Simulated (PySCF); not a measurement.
**Polarisability and C₆ of S⁺ (sulfur, charge +1)**

[Ne] 3s2 3p3, high-spin 4S determinant. Calculation: PySCF 2.14, in aug-cc-pV(D+d)Z (5s4p3d, 32 functions); the non-relativistic Hamiltonian (point nucleus). Coupled (time-dependent) response in atomic units; α is the mean over directions.

```csv
method,mean α (bohr³),C₆ (like pair),S(−4)
UHF,11.06,55.55,34.09
PBE,11.03,55.34,32.63
PBE0,10.96,54.90,32.12
r2SCAN0,11.01,56.44,31.46
BHandHLYP,10.85,54.13,31.37
```

S(−4) is the Cauchy moment in α(ω) = α(0) + S(−4) ω² + …

α(iu) at UHF:

| u (hartree) | α(iu) (bohr³) |
| --- | --- |
| 0 | 11.06 |
| 0.0500 | 10.98 |
| 0.100 | 10.73 |
| 0.200 | 9.883 |
| 0.300 | 8.769 |
| 0.500 | 6.515 |
| 0.750 | 4.389 |
| 1.00 | 3.039 |
| 1.50 | 1.648 |
| 2.00 | 1.025 |
| 3.00 | 0.5159 |
| 5.00 | 0.2223 |

For an ion, C₆ is the dispersion term alone; charge-induced terms of lower order in 1/R come first.
